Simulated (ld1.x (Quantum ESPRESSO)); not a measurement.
What the settings do to the PAW potential of gallium (Ga)

Base potential:

```
Element                 : gallium
Generator               : ld1.x (Quantum ESPRESSO) 7.5
Type                    : PAW
Functional              : LDA (PZ)
Relativity              : fully relativistic
Frozen core             : [Ne] 3s2
Valence charge          : 19
Reference configuration : 3p6 3d10 4s2 4p1
Partial waves           : 4s (bound): rcut 1.35, rcutus 1.80 bohr; 4s channel at -0.15 Ry: rcut 1.35, rcutus 1.80 bohr; 3p (bound): rcut 0.95, rcutus 1.00 bohr; 4p (bound): rcut 0.95, rcutus 1.00 bohr; 3d (bound): rcut 0.95, rcutus 1.15 bohr; 3d channel at 1.4 Ry: rcut 0.95, rcutus 1.15 bohr
Local potential         : all-electron potential smoothed inside 1.75 bohr (lloc = -1)
Core correction         : Bessel-smoothed model core inside 0.65 bohr
Augmentation charge     : GAUSS, radius 0.75 bohr
```

Open shells are filled in proportion to 2j + 1 (rel_dist='average').

All-electron outer shells of the reference configuration (LDA (PZ), scalar-relativistic, ld1.x):

| shell | level (eV) | outermost node (bohr) | outermost maximum (bohr) |
| --- | --- | --- | --- |
| 2p | -1098.21 | – | 0.15 |
| 3s | -147.43 | 0.27 | 0.56 |
| 3p | -98.65 | 0.24 | 0.56 |
| 3d | -19.40 | – | 0.53 |
| 4s | -9.17 | 0.81 | 1.87 |
| 4p | -2.74 | 0.87 | 2.53 |

Cutoffs, loose and tight: the cutoffs (Ry, on a coarse ladder) from which the occupation-weighted sum of valence levels, in a spherical-Bessel basis at the reference potential, stays within 10 and 1 mRy of its value at 400 Ry. They do not see the model core or the augmentation charge, which bear on the density cutoff. Test errors are all-electron minus pseudo excitation energies from the reference, over the configurations 3p6 3d10 4s2 4p0; 3p6 3d10 4s1 4p0; 3p6 3d10 4s0 4p0; 3p6 3d9 4s2 4p1; 3p6 3d10 4s1 4p1; 3p6 3d10 4s0 4p3; 3p6 3d9 4s2 4p2. A dash means not determined; rows that change the core or the reference have their own tests. The largest error is taken over the tests solved by every variant that gives reliable tests at all: 3p6 3d10 4s0 4p0; 3p6 3d10 4s1 4p0; 3p6 3d10 4s2 4p0.

Cutoffs are not given where the Bessel-basis levels miss the radial ones by over 6 mRy, ghosts where they miss by over 20 mRy; a channel whose overlap is not positive is not tested.

```csv
change,outcome,bound ghosts,largest test error (meV)
base,generated,not determined,+7.5
local potential all-electron potential smoothed inside 0.76 bohr (lloc = -1),generated,not determined,+44
local potential all-electron potential smoothed inside 1.06 bohr (lloc = -1),generated,not determined,+25
local potential all-electron potential smoothed inside 1.28 bohr (lloc = -1),generated,not determined,+18
local potential all-electron potential smoothed inside 1.54 bohr (lloc = -1),generated,not determined,+11
local potential all-electron potential smoothed inside 1.70 bohr (lloc = -1),generated,not determined,+8.2
local potential all-electron potential smoothed inside 1.82 bohr (lloc = -1),generated,not determined,+6.8
local potential all-electron potential smoothed inside 2.10 bohr (lloc = -1),generated,not determined,+3.7
```

Problem. What comes out with this change to the base: local potential all-electron potential smoothed inside 0.90 bohr (lloc = -1)?

Solution. outcome: generated; bound ghosts: not determined; largest test error (meV): +758.
